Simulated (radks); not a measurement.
Results of a calculation; reference values are marked as such.
N III, 5 electrons, occupied as [He] 2s1 2p1 3d1 (not the ground configuration).

Code: a radial shooting solver on a logarithmic mesh with Libxc functionals. Model: scalar-relativistic Kohn-Sham, r2SCAN, spin-polarised, spherical densities, finite nucleus; open shells are filled with parallel spins first; meta-GGA in the generalised Kohn-Sham scheme; Fermi nuclear charge, rms radius 2.5582 fm.

Energy parts (hartree):
part                      energy
total                  -51.44356
kinetic                 51.42013
electron-nucleus      -113.61613
Hartree                 16.23749
exchange-correlation    -5.48505

Orbitals (lengths in bohr, moments of r in powers of bohr; r(max) is where P^2 peaks):
orbital  occ.  eigenvalue (hartree)   <1/r>  r(max)    <r^2>
1s up       1             -16.35053   6.662  0.1480  0.07065
1s down     1             -16.27044   6.667  0.1481  0.07014
2s up       1              -2.26314   1.312  0.9232    1.441
2p up       1              -1.80732   1.214  0.8221    1.358
3d up       1              -0.41725  0.3760   2.689    11.85

The highest occupied level is 3d up at -11.354 eV. The density falls to 0.001 e/bohr^3 at r = 4.03 bohr. The electron density at the nucleus is 209.2 e/bohr^3 (large components only). Summed over all electrons, <r^2> = 14.79 bohr^2, which gives a Langevin (diamagnetic) susceptibility term of -11.7 x 10^-6 cm^3/mol. Spin moment in Bohr magnetons: 3.
